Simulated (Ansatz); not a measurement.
The cluster FeCo₂. Total charge 0; septet. Geometry PBE0-D4/def2-TZVP.

Cartesian coordinates in Å:
```
Fe 1.290 -0.433 -0.413
Co -1.152 0.018 -0.854
Co -0.138 0.415 1.266
```

LC-ωPBE has ω = 0.4 bohr⁻¹. At PBE-D4/def2-TZVP, r2SCAN-D4/def2-TZVP, r2SCANh-D4/def2-TZVP, PBE0-D4/def2-TZVP and others the charge 0 septet is spin-contaminated (final ⟨S²⟩ up to 13.16, 12.00 for a pure state). At PBE-D4/def2-TZVP an occupied level of the charge 0 septet lies above an empty one of the other spin, so a lower spin may lie lower. No other spin state of charge 0 was run. The geometry of the septet was relaxed on an unsound state (⟨S²⟩ 13.12, where a pure state has 12.00). Another isomer (triplet) lies 0.08 eV lower at PBE0-D4/def2-TZVP; other spin states weren't run for this one.

Task: Estimate the α-spin orbital energies around the gap (eV) in Ansatz with PBE-D4/def2-TZVP, r2SCAN-D4/def2-TZVP, r2SCANh-D4/def2-TZVP, PBE0-D4/def2-TZVP, LC-ωPBE/def2-TZVP.

Result: 
```tsv
orbital	PBE-D4/def2-TZVP	r2SCAN-D4/def2-TZVP	r2SCANh-D4/def2-TZVP	PBE0-D4/def2-TZVP	LC-ωPBE/def2-TZVP
HOMO−5	-4.75	-5.31	-6.07	-6.98	-9.14
HOMO−4	-4.56	-5.24	-6.02	-6.83	-9.08
HOMO−3	-4.52	-5.12	-5.88	-6.73	-8.93
HOMO−2	-4.49	-5.11	-5.78	-6.65	-8.84
HOMO−1	-4.36	-4.97	-5.70	-6.53	-8.62
HOMO	-4.25	-4.82	-5.53	-6.32	-8.28
LUMO	-3.21	-2.98	-2.67	-2.31	-0.41
LUMO+1	-2.98	-2.83	-2.52	-2.24	0.01
LUMO+2	-0.58	-0.40	-0.12	0.20	2.13
LUMO+3	-0.32	-0.35	-0.07	0.30	2.56
LUMO+4	0.30	0.53	0.83	1.15	3.43
LUMO+5	0.44	0.64	0.94	1.26	3.51
β HOMO	-3.06	-3.43	-3.68	-3.83	-5.58
β LUMO	-2.77	-2.57	-2.34	-1.99	-0.02
```
